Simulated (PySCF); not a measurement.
These compounds are isomers of formula C4H8F2O2.

A. SMILES COCC(F)(F)OC
B. SMILES CO[C@@H](F)[C@H](F)OC
C. `COC(OC)C(F)F`

Spectrum 1. ¹H NMR (300 MHz, computed): δ 5.98 (m, 1H), 4.40 (m, 1H), 3.64 (s, 6H). ¹³C{¹H} NMR (computed): δ 123.3 (CH), 109.0 (CH), 57.3 (CH3).

Spectrum 2. ¹H NMR (300 MHz, computed): δ 3.85 (s, 3H), 3.78 (m, 2H), 3.61 (s, 3H). ¹³C{¹H} NMR (computed): δ 131.9 (C), 77.3 (CH2), 61.4 (CH3), 51.4 (CH3).

Spectrum 3. ¹H NMR (300 MHz, computed): δ 5.05 (m, 2H), 3.77 (s, 6H). ¹³C{¹H} NMR (computed): δ 115.4 (CH), 59.0 (CH3).

Theory: geometry from GFN2-xTB, shieldings: GIAO PBE0/pcSseg-1, in PySCF (one computed conformer, in vacuum, non-relativistic, equivalent nuclei averaged).

References, each an isolated molecule treated in the same way: ¹H and ¹³C against TMS. Splittings of carbon signals by F and P are missing where no couplings were computed. Where no couplings were computed, multiplicities follow the n + 1 count of equivalent neighbours, and m marks all less simple cases (inequivalent or close neighbours, rings, F or P nearby). Shifts are as computed. Against solution values, carbons near 30 ppm lie about +3 ppm off and those near 130 ppm about +5 ppm. Of 1211 compounds with measured shifts, 218 miss one by over three times the rms of a fit or turn the order of signals round; such compounds aren't used in these exercises.

Which spectrum belongs to which compound?

Results:

1–C, 2–A, 3–B.

- Spectrum 1 (C): 3 ¹³C signals; δC 123.3 is an sp3 CH bonded to 2 F; δC 109.0 is an sp3 carbon bearing two oxygens.
- Spectrum 2 (A): 4 ¹³C signals; δC 131.9 is a fully substituted sp3 carbon bonded to 2 F and O; δC 77.3 is an sp3 CH2 bonded to O.
- Spectrum 3 (B): 2 ¹³C signals; δC 115.4 is an sp3 CH bonded to F and O; δC 59.0 is a methyl carbon bonded to O.
